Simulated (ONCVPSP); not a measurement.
## Potentials for Al compared

Generated with ld1.x 7.5 (TM, RRKJ, ultrasoft, PAW), atompaw 4.2 or ONCVPSP 4.0.1. The cutoff is in Ry: for ld1.x and atompaw files where the sum of valence levels is converged to 10 mRy in a Bessel basis, for ONCV files where the hardest occupied wave has 1 mHa per electron of residual kinetic energy. The error is the largest all-electron minus pseudo excitation energy over each file’s own four to seven test configurations (ionisations up to +4, promotions, holes and added fractions of an electron), all of which were solved. The labels leave out finer settings (local radius, basis sizes, second energies), which also bear on the numbers. Spin-polarised tests are not counted. The rows are a selection from randomly drawn settings: files with unsolved tests, undetermined cutoffs or missed reference levels are left out.

```csv
potential,cutoff (Ry),largest error (meV),bound ghosts
"ONCV, LDA (Perdew-Wang 92), scalar-relativistic, rc 2.30/2.75 (sp), local smoothed, core correction yes, reference 3s2 3p1, qcut 3.6/3.3, projectors 1/2",11,+33,none
"ONCV, LDA (Perdew-Wang 92), scalar-relativistic, rc 1.25/0.95 (sp), local smoothed, core correction no, reference 2s2 2p6 3s1.5, qcut 9.4/12, projectors 2/2",139,+354,none
"ONCV, LDA (Perdew-Wang 92), fully relativistic, rc 1.60/2.30 (sp), local s, core correction yes, reference 3s2 3p1, qcut 5.1/4.2, projectors 0/2",12,+16,none
```

Fill in the row for Al: ONCV, PBE, scalar-relativistic, rc 1.95/2.60 (sp), local smoothed, core correction no, reference 3s2 3p1, qcut 3.1/3.4, projectors 1/3.

cutoff 11 Ry, largest error +20 meV, bound ghosts: none.

Fill in the row for Al: ONCV, LDA (Perdew-Wang 92), scalar-relativistic, rc 1.15/1.15/1.00 (spd), local smoothed, core correction yes, reference 2s2 2p6 3s1.75 3p1.25, qcut 8.6/14.3/11.3, projectors 3/3/1.

cutoff 140 Ry, largest error -0.4 meV, bound ghosts: none.
